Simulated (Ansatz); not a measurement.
C8H16 can be A, `C[C@@H]1CCCC[C@H]1C`, or B, `CC1(C)CCCCC1`.

Isolated molecules relaxed with PBE0-D4/def2-TZVP in Ansatz; ΔE leaves out vibrations. CCSD(T)/CBS is the MP2 limit (def2-TZVPP, def2-QZVPP) plus CCSD(T) − MP2 in def2-TZVPP, frozen cores. DFT in def2-TZVPP. B3LYP here is the variant with VWN-RPA as its local correlation; programs differ in this.

Q: Which isomer does CCSD(T)/CBS put lower? Give the gap. (Best estimate.)

A: Ansatz gave: B, by 11.0 kJ/mol.

Q: Give E(B) − E(A) in kJ/mol with B2PLYP, PBE-D4, r2SCAN-D4, B3LYP, HF/def2-TZVPP, CCSD/def2-TZVPP, PBE0-D4. (An estimate is asked.)

A: Ansatz gave: B2PLYP -10.1, PBE-D4 -9.1, r2SCAN-D4 -11.2, B3LYP -8.5, HF/def2-TZVPP -8.7, CCSD/def2-TZVPP -10.6, PBE0-D4 -9.3. None reverses the order clearly.

Largest T1 diagnostic: 0.009.
